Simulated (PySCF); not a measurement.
PySCF input (HF/def2-TZVPD):

```python
from pyscf import gto, scf, dft

mol = gto.M(
    atom='''
    C    -1.93838682    0.25398546    0.26333237
    C    -1.66110414   -1.07042148    0.30091808
    O    -0.32293312   -1.22988621    0.11819833
    C     0.21942406    0.02347536   -0.03286033
    C    -0.75698207    0.98398203    0.05114342
    C     1.65540178    0.09017115   -0.24282927
    O     2.27124037    1.12099362   -0.39143130
    H    -2.24377462   -1.96290403    0.43667784
    H    -0.60609417    2.04599895   -0.03255763
    H     2.15329394   -0.89910943   -0.25648202
    ''',
    basis='def2-tzvpd',
    charge=0,
    spin=1,
    verbose=4,
)

mf = scf.UHF(mol).density_fit(auxbasis='def2-universal-jkfit')
mf.conv_tol = 1e-9
mf.max_cycle = 100
mf.max_memory = 1500
mf.kernel()
if not mf.converged:
    mf = mf.newton()
    mf.kernel(mf.make_rdm1())
for _ in range(2):
    mo, _, stable, _ = mf.stability(return_status=True)
    if stable:
        break
    mf.kernel(mf.make_rdm1(mo, mf.mo_occ))
mf.analyze()
```

Output:

```
PySCF version 2.14.0

[INPUT] verbose = 4
[INPUT] num. atoms = 10
[INPUT] num. electrons = 49
[INPUT] charge = 0
[INPUT] spin (= nelec alpha-beta = 2S) = 1
[INPUT] symmetry False subgroup None
[INPUT] Mole.unit = angstrom
[INPUT] Symbol           X                Y                Z      unit          X                Y                Z       unit  Magmom
[INPUT]  1 C     -1.938386820000   0.253985460000   0.263332370000 AA   -3.663020213267   0.479962959022   0.497626059033 Bohr   0.0
[INPUT]  2 C     -1.661104140000  -1.070421480000   0.300918080000 AA   -3.139031888981  -2.022803435052   0.568652757130 Bohr   0.0
[INPUT]  3 O     -0.322933120000  -1.229886210000   0.118198330000 AA   -0.610255153351  -2.324148101279   0.223362472081 Bohr   0.0
[INPUT]  4 C      0.219424060000   0.023475360000  -0.032860330000 AA    0.414651378540   0.044362001076  -0.062097024063 Bohr   0.0
[INPUT]  5 C     -0.756982070000   0.983982030000   0.051143420000 AA   -1.430488793506   1.859456548194   0.096647056874 Bohr   0.0
[INPUT]  6 C      1.655401780000   0.090171150000  -0.242829270000 AA    3.128255990318   0.170398777837  -0.458880815328 Bohr   0.0
[INPUT]  7 O      2.271240370000   1.120993620000  -0.391431300000 AA    4.292022262356   2.118370929185  -0.739697953582 Bohr   0.0
[INPUT]  8 H     -2.243774620000  -1.962904030000   0.436677840000 AA   -4.240119517050  -3.709351025505   0.825201522267 Bohr   0.0
[INPUT]  9 H     -0.606094170000   2.045998950000  -0.032557630000 AA   -1.145351986996   3.866377666648  -0.061525003965 Bohr   0.0
[INPUT] 10 H      2.153293940000  -0.899109430000  -0.256482020000 AA    4.069135812286  -1.699070578714  -0.484680773675 Bohr   0.0

nuclear repulsion = 261.262946109121
number of shells = 108
number of NR pGTOs = 403
number of NR cGTOs = 292
basis = def2-tzvpd
ecp = {}

******** <class 'pyscf.df.df_jk.DFUHF'> ********
method = DFUHF
initial guess = minao
damping factor = 0
level_shift factor = 0
DIIS = <class 'pyscf.scf.diis.CDIIS'>
diis_start_cycle = 1
diis_space = 8
diis_damp = 0
SCF conv_tol = 1e-09
SCF conv_tol_grad = None
SCF max_cycles = 100
direct_scf = False
number electrons alpha = 25  beta = 24
Set gradient conv threshold to 3.16228e-05
******** <class 'pyscf.df.df.DF'> ********
auxbasis = def2-universal-jkfit
init E= -342.764048648022
  alpha nocc = 25  HOMO = -0.173507536129389  LUMO = -0.0365984169953606
  beta  nocc = 24  HOMO = -0.204872073251799  LUMO = -0.173507536129392

WARN: HOMO -0.173507536129389 >= LUMO -0.173507536129392

cycle= 1 E= -340.589555678527  delta_E= 2.17  |g|= 0.629  |ddm|=    3
  alpha nocc = 25  HOMO = -0.326470342946308  LUMO = -0.00676244288232297
  beta  nocc = 24  HOMO = -0.319920210967258  LUMO = -0.0548536256751611
  HOMO = -0.319920210967  LUMO = -0.0548536256752  gap/eV = 7.21283
cycle= 2 E= -340.720858884492  delta_E= -0.131  |g|= 0.506  |ddm|= 1.79
  alpha nocc = 25  HOMO = -0.359209928862029  LUMO = 0.0314782577390034
  beta  nocc = 24  HOMO = -0.353440438076412  LUMO = 0.0059157848748157
  HOMO = -0.353440438076  LUMO = 0.00591578487482  gap/eV = 9.77858
cycle= 3 E= -340.816226367175  delta_E= -0.0954  |g|= 0.0851  |ddm|= 0.432
[...]
macro= 5  E= -340.834916681027  delta_E= -3.86081e-10  |g|= 1.33181e-05  1 KF 3 JK
Canonicalize SCF orbitals
macro X = 6  E=-340.834916681027  |g|= 1.33181e-05  total 15 KF 67 JK
converged SCF energy = -340.834916681027  <S^2> = 1.3545643  2S+1 = 2.533428
uhf_internal: lowest eigs of H = [0.12064424 0.19035797 0.20479545]
<class 'pyscf.soscf.newton_ah.SecondOrderDFUHF'> wavefunction is stable in the internal stability analysis
**** SCF Summaries ****
Total Energy =                        -340.834916681026641
Nuclear Repulsion Energy =             261.262946109120605
One-electron Energy =                 -981.872008908389830
Two-electron Energy =                  379.774146118242527
Two-electron Coulomb Energy =          423.333906554631994
DFT Exchange-Correlation Energy =      -43.559760436389467
HOMO-LUMO gap [eV] =                    10.416580450590075
**** MO energy ****
                             alpha | beta                alpha | beta
MO #1   energy= -20.6397687450799  | -20.6371638436278  occ= 1 | 1
MO #2   energy= -20.5800664361026  | -20.5639629160235  occ= 1 | 1
MO #3   energy= -11.3330637413517  | -11.3410089852216  occ= 1 | 1
MO #4   energy= -11.3177788814729  | -11.3148696566583  occ= 1 | 1
MO #5   energy= -11.3009821431836  | -11.3037059431114  occ= 1 | 1
MO #6   energy= -11.2884399747954  | -11.2706436030342  occ= 1 | 1
MO #7   energy= -11.2585703499546  | -11.2490409579635  occ= 1 | 1
MO #8   energy= -1.48374357924127  | -1.47543024175481  occ= 1 | 1
MO #9   energy= -1.42295502071627  | -1.38869366197263  occ= 1 | 1
MO #10  energy= -1.12682729009691  | -1.10163232427127  occ= 1 | 1
MO #11  energy= -1.05862727780294  | -1.04215768128036  occ= 1 | 1
MO #12  energy= -0.89080405197843  | -0.900803327852615 occ= 1 | 1
MO #13  energy= -0.82122402785355  | -0.80895882360418  occ= 1 | 1
MO #14  energy= -0.783496947701141 | -0.763416591955545 occ= 1 | 1
MO #15  energy= -0.731515040918321 | -0.705024664021254 occ= 1 | 1
MO #16  energy= -0.676488300719546 | -0.667458740206508 occ= 1 | 1
MO #17  energy= -0.668347942852652 | -0.664742498759338 occ= 1 | 1
MO #18  energy= -0.64311726365321  | -0.632360825797092 occ= 1 | 1
MO #19  energy= -0.610437946305685 | -0.604316963849913 occ= 1 | 1
MO #20  energy= -0.589883038302475 | -0.564835642908529 occ= 1 | 1
MO #21  energy= -0.576590083146253 | -0.516700195803769 occ= 1 | 1
MO #22  energy= -0.494295287920869 | -0.442542319723741 occ= 1 | 1
MO #23  energy= -0.452061255664359 | -0.434558137429026 occ= 1 | 1
MO #24  energy= -0.446804704482199 | -0.359996265874991 occ= 1 | 1
MO #25  energy= -0.373802527902402 | 0.0415401991737653 occ= 1 | 0
MO #26  energy= 0.0622374454188358 | 0.0649903484656591 occ= 0 | 0
MO #27  energy= 0.0726847257877648 | 0.0729346400763073 occ= 0 | 0
MO #28  energy= 0.0791313785918231 | 0.0789649596336303 occ= 0 | 0
MO #29  energy= 0.0812093674100644 | 0.0948850894706155 occ= 0 | 0
MO #30  energy= 0.106458830056095  | 0.10730269958219   occ= 0 | 0
MO #31  energy= 0.107825824469967  | 0.111447296872426  occ= 0 | 0
MO #32  energy= 0.11149729767082   | 0.121794377160804  occ= 0 | 0
MO #33  energy= 0.12235082757921   | 0.132407761140403  occ= 0 | 0
MO #34  energy= 0.141004059860962  | 0.144469780419856  occ= 0 | 0
MO #35  energy= 0.141145338905552  | 0.145574945932368  occ= 0 | 0
MO #36  energy= 0.15541412896279   | 0.156029767708578  occ= 0 | 0
MO #37  energy= 0.161888056199758  | 0.172861582901046  occ= 0 | 0
MO #38  energy= 0.180785191376132  | 0.1801361350008    occ= 0 | 0
MO #39  energy= 0.214111095118959  | 0.214070423805319  occ= 0 | 0
MO #40  energy= 0.215768449815258  | 0.215076583860368  occ= 0 | 0
MO #41  energy= 0.217370849586499  | 0.216952325161715  occ= 0 | 0
MO #42  energy= 0.228067733483442  | 0.232939494426326  occ= 0 | 0
MO #43  energy= 0.231730122800269  | 0.233872662520185  occ= 0 | 0
MO #44  energy= 0.246552500147341  | 0.246603925488696  occ= 0 | 0
MO #45  energy= 0.262436675976508  | 0.2517362601643    occ= 0 | 0
MO #46  energy= 0.269137763196379  | 0.270682293681045  occ= 0 | 0
MO #47  energy= 0.280299333948898  | 0.283031821969945  occ= 0 | 0
MO #48  energy= 0.290886303346818  | 0.301838737906926  occ= 0 | 0
MO #49  energy= 0.301709987511472  | 0.306885298995803  occ= 0 | 0
MO #50  energy= 0.304435872054855  | 0.309672003855261  occ= 0 | 0
MO #51  energy= 0.323409825933927  | 0.324222682324103  occ= 0 | 0
MO #52  energy= 0.328251453373921  | 0.328437621508245  occ= 0 | 0
MO #53  energy= 0.337003077186083  | 0.340126211958202  occ= 0 | 0
MO #54  energy= 0.339440248617526  | 0.345896465327987  occ= 0 | 0
MO #55  energy= 0.342558231176805  | 0.347160238361401  occ= 0 | 0
MO #56  energy= 0.347518411498253  | 0.358522109966669  occ= 0 | 0
MO #57  energy= 0.349633856811352  | 0.364080089255993  occ= 0 | 0
MO #58  energy= 0.368584280043094  | 0.368131102769467  occ= 0 | 0
MO #59  energy= 0.377000343411803  | 0.38453603859687   occ= 0 | 0
MO #60  energy= 0.385134169271435  | 0.385865701548062  occ= 0 | 0
MO #61  energy= 0.399574676186538  | 0.398539233076771  occ= 0 | 0
MO #62  energy= 0.399940486422052  | 0.400338172648926  occ= 0 | 0
MO #63  energy= 0.408618982358621  | 0.408357884920705  occ= 0 | 0
MO #64  energy= 0.415986103467315  | 0.419077393781044  occ= 0 | 0
MO #65  energy= 0.428003731216528  | 0.428270734068165  occ= 0 | 0
MO #66  energy= 0.42871641199865   | 0.42834842194024   occ= 0 | 0
MO #67  energy= 0.432099459144995  | 0.43232895594708   occ= 0 | 0
MO #68  energy= 0.439118779525955  | 0.43425197304788   occ= 0 | 0
MO #69  energy= 0.43975041785466   | 0.44169479418365   occ= 0 | 0
MO #70  energy= 0.463307445290159  | 0.464885322251559  occ= 0 | 0
MO #71  energy= 0.471863695213402  | 0.481738546816609  occ= 0 | 0
MO #72  energy= 0.486391976114348  | 0.487319190014808  occ= 0 | 0
MO #73  energy= 0.488231824887074  | 0.490567261944225  occ= 0 | 0
MO #74  energy= 0.503526643363197  | 0.502252090437218  occ= 0 | 0
MO #75  energy= 0.511783745962451  | 0.513744896593498  occ= 0 | 0
MO #76  energy= 0.526291046729108  | 0.528641256762647  occ= 0 | 0
MO #77  energy= 0.528463819855536  | 0.533263543247146  occ= 0 | 0
MO #78  energy= 0.54689359861565   | 0.549421366739739  occ= 0 | 0
MO #79  energy= 0.558943284216482  | 0.563087930741454  occ= 0 | 0
MO #80  energy= 0.571572973721007  | 0.566124808779267  occ= 0 | 0
MO #81  energy= 0.595306516248714  | 0.594780115073996  occ= 0 | 0
MO #82  energy= 0.595712174177274  | 0.597839012502468  occ= 0 | 0
MO #83  energy= 0.596360982610242  | 0.600597299693896  occ= 0 | 0
MO #84  energy= 0.607150240640591  | 0.600845544033412  occ= 0 | 0
MO #85  energy= 0.615139009334373  | 0.617264822913238  occ= 0 | 0
MO #86  energy= 0.625327632806256  | 0.639252841171416  occ= 0 | 0
MO #87  energy= 0.62878190434337   | 0.639525399694222  occ= 0 | 0
MO #88  energy= 0.645823400719501  | 0.658660039754834  occ= 0 | 0
MO #89  energy= 0.669720223472174  | 0.669445327181291  occ= 0 | 0
MO #90  energy= 0.672156641833012  | 0.670065755253671  occ= 0 | 0
MO #91  energy= 0.679291079742486  | 0.683050123689342  occ= 0 | 0
MO #92  energy= 0.698795879832611  | 0.702529905070128  occ= 0 | 0
MO #93  energy= 0.7094406363209    | 0.705422139011519  occ= 0 | 0
MO #94  energy= 0.716685328062804  | 0.71865029089406   occ= 0 | 0
MO #95  energy= 0.722376308465121  | 0.728143966976847  occ= 0 | 0
MO #96  energy= 0.72267673568268   | 0.729560356354566  occ= 0 | 0
MO #97  energy= 0.734821014721484  | 0.740486109978955  occ= 0 | 0
MO #98  energy= 0.741111631888077  | 0.740842498063644  occ= 0 | 0
MO #99  energy= 0.755922821491224  | 0.760052021379933  occ= 0 | 0
MO #100 energy= 0.778017632172322  | 0.779232532414187  occ= 0 | 0
MO #101 energy= 0.782754403116914  | 0.78176505782558   occ= 0 | 0
MO #102 energy= 0.798242749466709  | 0.801671399711539  occ= 0 | 0
MO #103 energy= 0.807328173995673  | 0.814994583184964  occ= 0 | 0
MO #104 energy= 0.819090159270068  | 0.820821980412239  occ= 0 | 0
[...]
```

It need not be the lowest isomer of its formula.

The determinant is spin-contaminated: <S^2> is 1.35 against 0.75 for a pure state.
